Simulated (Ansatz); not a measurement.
Reaction (ligand exchange at the Al–O bond): `CCC[O][AlH2]` + `N[SiH3]` → `[AlH2][NH][SiH3]` + `CCCO`

Gas-phase electronic energies from Ansatz, PBE0-D4/def2-TZVP geometries. CBS: MP2 limit from def2 TZ/QZ plus the TZ coupled-cluster correction, frozen cores. This one scheme is used for every species. Functionals use def2-TZVPP. B3LYP here is the variant with VWN-RPA as its local correlation; programs differ in this. Each species was taken in one conformer, which may not be the lowest.

| level | ΔE (kJ/mol) | difference from CCSD(T)/CBS |
| --- | --- | --- |
| B3LYP-D4 | 34.1 | 4.8 |
| ωB97M-V | 31.0 | 1.7 |
| PBE | 28.9 | -0.4 |
| B3LYP | 34.9 | 5.6 |
| MP2/def2-SVP | 29.5 | 0.2 |
| CCSD(T)/def2-SVP | 27.9 | -1.4 |
| HF/def2-TZVPP | 35.7 | 6.4 |
| SCS-MP2/def2-QZVPP | 31.6 | 2.3 |
| MP2/CBS(def2) | 30.8 | 1.5 |
| CCSD/CBS(def2) | 30.4 | 1.1 |
| CCSD(T)/CBS | 29.3 | 0 |

Largest T1 diagnostic among the species: 0.011.

Leaving LDA and LC-ωPBE aside and taking each functional with its dispersion term where it has one, the values, not all of them listed here, spread over 8.0 kJ/mol, from HSE06-D4 to CAM-B3LYP-D4. In def2-TZVPP, CCSD(T) changes the Hartree–Fock value by −6.9 kJ/mol (the triples alone add −1.1 kJ/mol) and MP2 by −5.4 kJ/mol.

CCSD(T)/CBS has its own doubt, a few kJ/mol and more with outer-core shells, so smaller differences from it don't rank the levels.
